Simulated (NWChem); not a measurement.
MoHO$_{3}$, doublet; SMILES [O]=[Mo](=[O])[OH]

```xyz
5

Mo     0.0012    -0.0491    -0.2208
O      1.4589    -0.7913     0.1557
O     -1.3089    -1.0035     0.2118
O     -0.1840     1.7924     0.0030
H      0.3381     2.5019     0.3924
```
Atoms are numbered in this order, from 1.

Level: PBE0/def2-SVP with def2 effective core potentials on Mo, spin-unrestricted (NWChem), optimised geometry, unscaled harmonic frequencies. The spin multiplicity was typed, not searched, and may not be the lowest. def2 effective core potentials on Mo; no spin-orbit coupling.

| frequency (cm⁻¹) | IR intensity (km/mol) |
|---|---|
| 130 | 7.8 |
| 214 | 12.8 |
| 289 | 100.1 |
| 349 | 33.7 |
| 544 | 144.5 |
| 759 | 84.3 |
| 1022 | 252.5 |
| 1059 | 92.0 |
| 3927 | 296.5 |

The zero-point energy comes out as 11.9 kcal/mol and the thermal correction to the enthalpy at 298.15 K (with zero-point energy) is 15.7 kcal/mol. The heat capacity Cv comes out as 15.5 cal/(mol K) and the entropy at 298.15 K and 1 atm (symmetry number 1, electronic part: spin degeneracy alone) comes out as 75.9 cal/(mol K).

Rigid rotor and harmonic oscillator.
